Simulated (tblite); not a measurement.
Compound: C₇H₁₃ (doublet state).
SMILES with atom numbers: `[CH3:1]/[CH:2]=[C:3](/[CH3:4])[CH:5][CH2:6][CH3:7]` (hydrogens: H8, H9, H10 on C1; H11 on C2; H12, H13, H14 on C4; H15 on C5; H16, H17 on C6; H18, H19, H20 on C7)
Bond orders are those of one Lewis drawing.

Computed with GFN2-xTB (tblite), gas phase: L-BFGS steps from a force-field or distance-geometry start until the largest atomic force falls under 0.01 eV/Å.

Step 19: E = -585.8887 eV
```
atom  x, y, z in Å  |  force x, y, z in eV/Å
C1     -1.6587    2.0633   -0.1568   -0.034  -0.174   0.012
C2     -1.9248    0.5905   -0.1651   -0.076  -0.062   0.074
C3     -0.9679   -0.3812    0.0277    0.053   0.027  -0.015
C4     -1.3229   -1.8366   -0.2031    0.047   0.319  -0.033
C5      0.3237   -0.0023    0.3760   -0.016  -0.099  -0.175
C6      1.5741   -0.7304    0.0232   -0.153  -0.025  -0.016
C7      2.8351    0.0719    0.3675   -0.123  -0.151  -0.058
H8     -1.1729    2.4087    0.7578   -0.115  -0.103   0.047
H9     -0.9793    2.3173   -0.9757   -0.122   0.068  -0.028
H10    -2.5943    2.6028   -0.2771    0.068   0.075  -0.045
H11    -2.9093    0.2821   -0.4820   -0.063   0.026   0.077
H12    -0.4999   -2.3474   -0.7000   -0.113  -0.020   0.015
H13    -2.2202   -1.9024   -0.8163    0.081  -0.072  -0.010
H14    -1.5283   -2.3431    0.7432    0.111   0.110  -0.062
H15     0.4560    1.0074    0.7186    0.050   0.127   0.015
H16     1.5302   -0.8744   -1.0711    0.118  -0.234   0.232
H17     1.6133   -1.7225    0.4886   -0.047   0.069  -0.060
H18     2.5824    0.9693    0.9277    0.077  -0.002  -0.071
H19     3.3354    0.3492   -0.5535    0.159   0.187   0.050
H20     3.5229   -0.5115    0.9675    0.096  -0.067   0.051
```

Step 20: E = -585.9075 eV
```
atom  x, y, z in Å  |  force x, y, z in eV/Å
C1     -1.6614    2.0556   -0.1534   -0.053  -0.024  -0.004
C2     -1.9272    0.5879   -0.1594   -0.072  -0.066   0.090
C3     -0.9663   -0.3790    0.0349    0.042   0.053  -0.187
C4     -1.3199   -1.8267   -0.2079    0.057   0.109   0.028
C5      0.3261    0.0024    0.3588    0.039   0.299   0.069
C6      1.5719   -0.7339    0.0235   -0.091   0.003  -0.005
C7      2.8315    0.0655    0.3651    0.028  -0.062  -0.009
H8     -1.1813    2.4053    0.7604   -0.064  -0.093   0.092
H9     -0.9892    2.3184   -0.9728   -0.024   0.032  -0.061
H10    -2.5908    2.5987   -0.2794   -0.068   0.101  -0.025
H11    -2.9097    0.2771   -0.4735   -0.117   0.007   0.068
H12    -0.5020   -2.3477   -0.7028   -0.083   0.033  -0.018
H13    -2.2171   -1.8933   -0.8188    0.045  -0.061  -0.025
H14    -1.5201   -2.3360    0.7367    0.060   0.073  -0.018
H15     0.4624    1.0206    0.7079    0.010  -0.189  -0.111
H16     1.5396   -0.8921   -1.0640    0.090  -0.244   0.075
H17     1.5991   -1.7187    0.4987   -0.019  -0.004  -0.002
H18     2.5867    0.9643    0.9239    0.011   0.029  -0.010
H19     3.3412    0.3556   -0.5473    0.110   0.111  -0.001
H20     3.5210   -0.5136    0.9667    0.099  -0.106   0.052
```

Step 21: E = -585.9197 eV
```
atom  x, y, z in Å  |  force x, y, z in eV/Å
C1     -1.6666    2.0495   -0.1474   -0.079   0.088  -0.015
C2     -1.9289    0.5841   -0.1485   -0.077  -0.034   0.080
C3     -0.9610   -0.3764    0.0408    0.044   0.115  -0.282
C4     -1.3145   -1.8176   -0.2131    0.037  -0.034   0.043
C5      0.3312    0.0154    0.3392    0.051   0.378   0.148
C6      1.5697   -0.7377    0.0256   -0.025   0.014   0.029
C7      2.8301    0.0583    0.3641    0.134   0.002   0.035
H8     -1.1918    2.4069    0.7659   -0.050  -0.097   0.094
H9     -0.9988    2.3178   -0.9683    0.021   0.002  -0.061
H10    -2.5951    2.5906   -0.2803   -0.127   0.114  -0.004
H11    -2.9094    0.2680   -0.4599   -0.154   0.004   0.070
H12    -0.5028   -2.3445   -0.7116   -0.056   0.064  -0.039
H13    -2.2130   -1.8756   -0.8235    0.048  -0.077  -0.011
H14    -1.5126   -2.3350    0.7267    0.027   0.056   0.015
H15     0.4723    1.0405    0.6763   -0.010  -0.298  -0.149
H16     1.5517   -0.9172   -1.0563    0.058  -0.252   0.003
H17     1.5784   -1.7131    0.5205    0.011  -0.004   0.005
H18     2.5902    0.9585    0.9229   -0.018   0.023   0.019
H19     3.3453    0.3574   -0.5433    0.069   0.052  -0.014
H20     3.5203   -0.5192    0.9673    0.094  -0.117   0.035
```

Problem. Estimate the geometry and energy of step 22. (The exact step hangs on the optimiser's Hessian estimate; all steps are aligned on step 21, rigid shifts and turns removed.)

Solution. E = -585.9352 eV, largest force 0.367 eV/Å
```
atom  x, y, z in Å  |  force x, y, z in eV/Å
C1     -1.6762    2.0429   -0.1387   -0.110   0.195  -0.031
C2     -1.9326    0.5787   -0.1307   -0.079   0.053   0.025
C3     -0.9510   -0.3704    0.0434    0.006   0.168  -0.326
C4     -1.3056   -1.8052   -0.2198    0.014  -0.165   0.030
C5      0.3393    0.0365    0.3126    0.067   0.284   0.125
C6      1.5666   -0.7426    0.0293    0.092   0.023   0.052
C7      2.8308    0.0483    0.3638    0.219   0.063   0.085
H8     -1.2078    2.4085    0.7754   -0.048  -0.093   0.071
H9     -1.0119    2.3163   -0.9620    0.043  -0.039  -0.028
H10    -2.6053    2.5801   -0.2814   -0.159   0.118   0.028
H11    -2.9108    0.2543   -0.4382   -0.178   0.006   0.084
H12    -0.5045   -2.3380   -0.7262    0.008   0.079  -0.068
H13    -2.2052   -1.8497   -0.8297    0.030  -0.105   0.002
H14    -1.5023   -2.3344    0.7123   -0.004   0.049   0.066
H15     0.4869    1.0671    0.6250   -0.018  -0.287  -0.135
H16     1.5702   -0.9582   -1.0449    0.007  -0.230  -0.022
H17     1.5472   -1.7032    0.5537    0.055   0.022   0.008
H18     2.5943    0.9502    0.9231   -0.028  -0.006   0.046
H19     3.3517    0.3592   -0.5387    0.011  -0.029  -0.007
H20     3.5211   -0.5297    0.9687    0.074  -0.106  -0.004
```

The energy changes by -0.0155 eV. The first-order estimate −F·Δx gives -0.0213 eV and the mean of the old and new forces, exact on a quadratic surface, -0.0155 eV. The step makes an angle of 77° with the force vector and moves no atom by more than 0.060 Å.

What follows is the cost of the whole relaxation. The run took 0.71 s wall on one thread of an Arm Neoverse V1, no GPU, shared host with 32 logical CPUs at a one-minute load of 13.
